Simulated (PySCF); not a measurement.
**AsBr: from constants to spectrum**

r²SCAN constants of AsBr, ³Σ⁻ (triplet), unpaired electrons π ↑↑ (As def2-TZVPPD, Br def2-TZVPPD; no relativity (PySCF 2.14); masses 74.9216 and 78.9183 u):

```
ωe            : 314.4 cm⁻¹
ωexe          : 0.804 cm⁻¹
Be            : 0.083065 cm⁻¹
αe            : 0.000300 cm⁻¹
De to As + Br : 2.99 eV
```

**Question.** What force constant and bond length do these constants imply?

**Answer.** Reduced mass μred = 38.434 u; k = 5.8918×10⁻⁷·μred·ωe² (u, cm⁻¹, mdyn/Å) = 2.24 mdyn/Å; Re = √(16.8576/(μred·Be)) (u, cm⁻¹, Å) = 2.298 Å.

**Question.** Estimate the centrifugal constant D from the Kratzer relation and find the Dunham coefficient a1.

**Answer.** D = 4Be³/ωe² = 2.32e-08 cm⁻¹; a1 = −1 − αeωe/(6Be²) = -3.28.

Spin–orbit coupling is left out. The state was picked by a PBE0 search and need not be the measured ground state.
